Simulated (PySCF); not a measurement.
## Bond length, frequency and bond energy of BSe by level of theory

State: ²Σ⁺ (doublet), unpaired electrons σ ↑. Set-up: B jorge-DZP-DKH, Se jorge-DZP-DKH; spin-free X2C with a Gaussian nucleus (PySCF 2.14). De refers to B + Se in their high-spin ground configurations, without counterpoise correction. The functionals are run spin-unrestricted. A positive dipole means B(−)Se(+).

| Level | Re (Å) | ωe (cm⁻¹) | De (eV) | μ (D) | CPU s a point (SCF and correlation, without the integrals) |
| --- | --- | --- | --- | --- | --- |
| ROHF | 1.720 | 1054 | 3.21 | -1.35 | 0.12 |
| ROHF-MP2 | 1.718 | 1053 | 4.96 | n/a | 0.22 |
| ROHF-SCS-MP2 | 1.721 | 1044 | 4.66 | n/a | n/a |
| ROHF-CCSD | 1.723 | 1036 | 4.56 | n/a | n/a |
| ROHF-CCSD(T) | 1.732 | 1010 | 4.77 | n/a | 3.1 |
| PBE | 1.748 | 965 | 5.48 | -0.17 | 0.5 |
| BLYP | 1.756 | 940 | 5.13 | -0.10 | 0.37 |
| r²SCAN | 1.735 | 998 | 5.39 | -0.50 | 0.68 |
| PBE0 | 1.732 | 1006 | 5.15 | -0.48 | 0.85 |
| r²SCAN0 | 1.726 | 1023 | 5.08 | -0.67 | 0.8 |
| HSE06 | 1.734 | 1002 | 5.17 | -0.46 | 0.84 |
| BHandHLYP | 1.725 | 1019 | 4.55 | -0.68 | 0.49 |

Task: Which functional lies closest to ROHF-CCSD(T) in De, which farthest, and by how much do they differ from it?

Result: Closest is BHandHLYP (-0.7 pm in Re, +0.9 % in ωe, -0.22 eV in De against ROHF-CCSD(T) in the same basis), farthest PBE (+1.6 pm in Re, -4.5 % in ωe, +0.71 eV in De). CCSD(T) converges more slowly with the basis than the functionals do and binds too weakly in this one, so the order can change at the basis-set limit.

Task: What does a quarter of exact exchange do here, going from PBE to PBE0?

Result: PBE0 less PBE: -1.6 pm in Re, +4.2 % in ωe, -0.33 eV in De. Exact exchange removes part of the self-interaction that spreads semilocal densities, and in most molecules shortens and stiffens the bond and lowers De; so it does here.

Task: What does the step from GGA to meta-GGA do here, going from PBE to r²SCAN?

Result: r²SCAN less PBE: -1.3 pm in Re, +3.4 % in ωe, -0.09 eV in De. 

Correlated steps freeze 10 core orbitals. Correlated levels converge slowly with the basis: in double zeta they bind strong bonds too weakly, by up to about 1 eV, and carry superposition errors of some tenths. Spin–orbit coupling is left out. The state is the lowest determinant that a PBE0 search found; another state may lie lower at other levels.

The whole job (state search and all levels along the bond) took about 1.8 min on 1 thread of Intel Xeon 6975P-C (shared host), peak memory 0.76 GiB.
